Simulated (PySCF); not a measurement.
Isomers of C4H13NOSi2, one conformer each; single-point electronic energies without zero-point terms and without any empirical dispersion term.

Level: PBE0/pcSseg-1 in PySCF, non-relativistic, each on one gas-phase PBE0-D3(BJ)/def2-SVP geometry that isn't relaxed in the solvent. The solvent is an IEF-PCM continuum (Bondi radii, 1.10 Å for H, scaled by 1.2). The model holds no explicit solvent molecules, cavitation or dispersion.

| isomer | relative energy, gas (kcal/mol) | dipole (D) |
| --- | --- | --- |
| `C1C[Si@@H](N[SiH2]1)COC` | 0.0 | 1.57 |
| `CCO[C@@H]1C[SiH2]N[SiH2]1` | 3.5 | 1.02 |

**Question.** How do the relative energies look in benzene (ε = 2.271)?

**Answer.** 
| isomer | relative energy, solvent (kcal/mol) | E(solvent) − E(gas) (kcal/mol) | dipole in solvent (D) |
| --- | --- | --- | --- |
| `C1C[Si@@H](N[SiH2]1)COC` | 0.0 | -1.7 | 1.76 |
| `CCO[C@@H]1C[SiH2]N[SiH2]1` | 3.5 | -1.6 | 1.21 |

The order is unchanged. Conformers: `[CH3:1][O:2][CH2:3][Si@H:4]1[CH2:5][CH2:6][SiH2:7][NH:8]1` with C1–O2–C3–Si4 180°, O2–C3–Si4–C5 -46°, C3–Si4–C5–C6 145°, Si4–C5–C6–Si7 -34°, C5–C6–Si7–N8 29°, C6–Si7–N8–Si4 -12°; `[CH3:1][CH2:2][O:3][C@@H:4]1[CH2:5][SiH2:6][NH:7][SiH2:8]1` with C1–C2–O3–C4 -176°, C2–O3–C4–C5 -70°, O3–C4–C5–Si6 -160°, C4–C5–Si6–N7 29°, C5–Si6–N7–Si8 -8°, Si6–N7–Si8–C4 -11°. The gains span 0.1 kcal/mol, the gas-phase energies 3.5 kcal/mol.
